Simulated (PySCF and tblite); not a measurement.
Values are calculated unless marked as measured or tabulated.
System: C₄H₈GeO₂, numbered as in [CH2:1]=[CH:2][C@H:3]([GeH3:4])[C:5](=[O:6])[OH:7].

For the shift of H on O7 from O7 to O6: electronic barrier 32.49 kcal/mol, zero-point change -3.07 kcal/mol, thermal and entropy terms at 350 K a further 0.15 kcal/mol (symmetry numbers apart). The minimum is C1, the saddle C1. Level: PBE0/pcSseg-1 + D3(BJ) on PBE0-D3(BJ)/def2-SVP stationary points, with GFN2-xTB thermal terms. Rate constants are transition-state-theory values, counting equivalent paths, without tunnelling. (PySCF 2.14 with density fitting, tblite 0.8.)

**Question.** How many equivalent paths lead out of the minimum?

**Answer.** 1: the symmetry number of the minimum is 1, that of the saddle displaced along its mode 1.

**Question.** Work out the rate at 350 K.

**Answer.** ΔG‡ = 29.57 kcal/mol; k_B T/h = 7.3×10¹² s⁻¹; exp(−ΔG‡/RT) = 3.4×10⁻¹⁹; times 1 gives k = 2.5×10⁻⁶ s⁻¹.

Tunnelling of the moving H, left out here, will speed the real process. In real samples such hydrogens mostly exchange between molecules or through solvent, far faster than by this path. Spin–orbit effects of heavy atoms on shieldings are missing.
